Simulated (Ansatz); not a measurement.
Cartesian coordinates in Å:
```
N 0.7797 1.4560 -0.4423
C 0.4104 0.2516 -0.2329
N 1.0232 -0.9049 -0.5818
Si -1.2185 0.2531 0.7124
Cl -1.8249 -1.7062 1.0210
H 1.6634 1.5343 -0.9500
H 0.5931 -1.7886 -0.3745
H 1.8800 -0.9026 -1.1094
H -2.2666 0.9269 -0.0801
H -1.0398 0.8804 2.0375
```

The species carries charge 0 and has multiplicity 1.

Problem. List the PBE0/def2-TZVPP orbital energies in eV (Ansatz 0.2.0). (Best estimate.)

Solution. The calculation gave: Occupied: -2767.39, -1803.58, -392.21, -390.68, -280.13, -259.25, -197.52, -197.40, -197.40, -145.82, -100.55, -100.44, -100.44, -26.77, -24.14, -23.14, -17.62, -15.70, -15.08, -14.11, -11.47, -10.94, -10.54, -10.39, -9.34, -8.99, -7.67, -7.31. Lowest empty: -0.11, 0.41, 0.84, 1.07, 1.81, 2.30, 2.73, 2.91.
